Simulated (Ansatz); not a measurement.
`[SH][Cd][SH]` + H–F → `[F][Cd][SH]` + H₂S at 600 K and 1 bar (ligand exchange at a Cd–S bond).

Program: Ansatz. Geometries: PBE0-D4/def2-TZVP. ΔE: electronic, gas phase. CCSD(T)/CBS is the MP2 limit (def2-TZVPP, def2-QZVPP) plus CCSD(T) − MP2 in def2-TZVPP, frozen cores. This one scheme is used for every species. def2 core potentials past Kr. For Cd outer-core shells are correlated without core-valence functions, which leaves a few kJ/mol of doubt a bond. One conformer a species, not always the lowest.

```json
{"species": "`[SH][Cd][SH]`", "CCSD(T)/CBS energy (Eh)": "-964.52576", "H − E (kJ/mol)": "89.9", "S (J/(mol·K))": "385.9"}
{"species": "H–F", "CCSD(T)/CBS energy (Eh)": "-100.39570", "H − E (kJ/mol)": "42.3", "S (J/(mol·K))": "194.0"}
{"species": "`[F][Cd][SH]`", "CCSD(T)/CBS energy (Eh)": "-665.92675", "H − E (kJ/mol)": "63.3", "S (J/(mol·K))": "352.0"}
{"species": "H₂S", "CCSD(T)/CBS energy (Eh)": "-398.97279", "H − E (kJ/mol)": "60.8", "S (J/(mol·K))": "230.9"}
```

H − E and S are ideal-gas, rigid-rotor, harmonic terms from PBE0-D4/def2-TZVP, for one conformer and one mirror image of each species. 1 Eh = 2625.50 kJ/mol, R = 8.31446 J/(mol·K).

Problem. By hand: ΔE, ΔH, ΔS and ΔG.

Solution. ΔE = (-665.92675) + (-398.97279) − (-964.52576) − (-100.39570) = 0.02192 Eh = 57.6 kJ/mol. Δ(H − E) = 63.3 + 60.8 − 89.9 − 42.3 = -8.1, so ΔH = 49.5 kJ/mol. ΔS = 352.0 + 230.9 − 385.9 − 194.0 = 3.0 J/(mol·K). ΔG = 49.5 − 600 × (3.0)/1000 = 47.7 kJ/mol.

Problem. By hand: the equilibrium constant, and the temperature at which ΔG would vanish if ΔH and ΔS stayed fixed.

Solution. log₁₀ K = −ΔG/(RT ln 10) = -4.2. ΔG = 0 at ΔH/ΔS = 16500 K, far beyond where these terms or the molecules hold.

The number of gas molecules stays the same, so ΔS is small and ΔH decides. A doubt of 5 kJ/mol in ΔE shifts log₁₀ K by 0.4 here. Other conformers and mirror images would add mixing entropy, several J/(mol·K) or more a flexible species. These are equilibria of isolated gas molecules and say nothing of rates. Largest T1 diagnostic: 0.016 (customary marks: 0.02 for closed shells, 0.045 for open ones).
